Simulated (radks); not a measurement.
Values are calculated unless marked as measured or tabulated.
Question: Numerical settings for neutral thulium, [Xe] 4f13 6s2. Code: a radial shooting solver on a logarithmic mesh with Libxc functionals. Model: Dirac Kohn-Sham, PBE, spin-unpolarised, spherical densities, finite nucleus; open shells fill j = l - 1/2 first; Fermi nuclear charge, rms radius 5.2256 fm. The defaults (mesh step 0.008 in ln r, mesh end at 40 bohr or more with all orbitals vanishing there, Anderson mixing 0.5 over 9 steps, residual threshold near 1e-9 with the energy settled to 1e-9 hartree or 1e-11 of itself, here a cap of 80 iterations) give E = -13580.7078 hartree and 4f7/2 at -2.542 eV in 28 iterations. Run on one thread of a shared host, so times are rough (Arm Neoverse V1): 0.31 s of CPU time, 0.31 s wall, 28 iterations on 2440 mesh points. One setting is changed at a time: mesh step in ln r 0.02; mesh step in ln r 0.003; mesh step in ln r 0.03; mesh end (bohr) 400; mesh end (bohr) 2; residual threshold 1e-05; residual threshold 1e-16; mixing 1; linear mixing, mixing 0.2; linear mixing, mixing 0.5; mixing history 3; iteration cap 3. Which runs fail to converge, and which converge to a wrong energy?

Answer: Not converged within the cap: mesh step in ln r 0.003; residual threshold 1e-16; linear mixing, mixing 0.2; linear mixing, mixing 0.5; iteration cap 3. Settled on a wrong energy, with an occupied level pushed above zero by the early mesh end: mesh end (bohr) 2 (+18.7 hartree). Apart from these: no run marked as converged misses the energy by more than 1 mhartree.
